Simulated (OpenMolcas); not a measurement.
# N, P, As, Sb, Bi: ns2 np3 down the group

```json
{
  "Program": "OpenMolcas 26.06",
  "Method": "SS-CASPT2, IPEA 0.25 Eh, imaginary shift 0.1 Eh",
  "Basis": "ANO-R2",
  "Scalar Hamiltonian": "X2C, finite nucleus",
  "Spin-orbit coupling": "state interaction with AMFI integrals over the reference wave functions, term energies averaged over their components"
}
```

Active space for each ion: 3 electrons in 3 orbitals (p); closed shells correlated by CASPT2: N 1s 2s; P 2s 2p 3s; As 3d 4s; Sb 4d 5s; Bi 5d 6s.

Computed levels in cm-1 above 4S* 3/2:

```tsv
Level	N	P	As	Sb	Bi
2D* 3/2	19630	12340	11770	10170	11300
2D* 5/2	19630	12340	11990	11230	15500
2P* 1/2	31080	20760	20100	18540	22520
2P* 3/2	31080	20770	20400	20040	31310
weight of 4S* in the lowest level (%)	100	100	100	97	72
```

Mixed levels, with the weight of the term that names them: Bi 4S* 3/2 (72 %), Bi 2D* 3/2 (67 %), Bi 2P* 3/2 (67 %).

Measured, with the error of the calculation in %. Measured levels: N, P, As, Sb, Bi from NIST Handbook of Basic Atomic Spectroscopic Data.

```json
{"Level": "2D* 3/2", "N": "19233 (+2.0)", "P": "11361 (+8.6)", "As": "10593 (+11.1)", "Sb": "8512 (+19.5)", "Bi": "11419 (-1.0)"}
{"Level": "2D* 5/2", "N": "19224 (+2.1)", "P": "11377 (+8.5)", "As": "10915 (+9.9)", "Sb": "9854 (+14.0)", "Bi": "15438 (+0.4)"}
{"Level": "2P* 1/2", "N": "28839 (+7.8)", "P": "18723 (+10.9)", "As": "18186 (+10.5)", "Sb": "16395 (+13.1)", "Bi": "21661 (+4.0)"}
{"Level": "2P* 3/2", "N": "28839 (+7.8)", "P": "18748 (+10.8)", "As": "18648 (+9.4)", "Sb": "18464 (+8.5)", "Bi": "33165 (-5.6)"}
```

Without spin-orbit coupling 2D* lies 19630, 12340, 11920, 10790, 10900 cm-1 above 4S* in that order; the difference to the level 2D* 3/2, of either sign, comes from spin-orbit coupling, which also lowers the zero.

CASPT2 does not keep the components of a term degenerate, so their means are used; among the terms shown or strongly mixed into the levels shown the widest spread is 230 cm-1 (3s2 3p3 2P*, P). With the s shell closed, the reference lacks s² → p² mixing. Some terms miss by over 15 % even with CASPT2, which points to a basis or an active space too small for the shells correlated (holds for Sb). Measured partners are found by configuration, term and J. A level has none where our copy of the source lacks it or the pairing is in doubt (some pairs that miss far off the trend of their configuration count as doubtful), and it then counts in no deviation. Only configurations of the active space appear.

* marks odd parity.
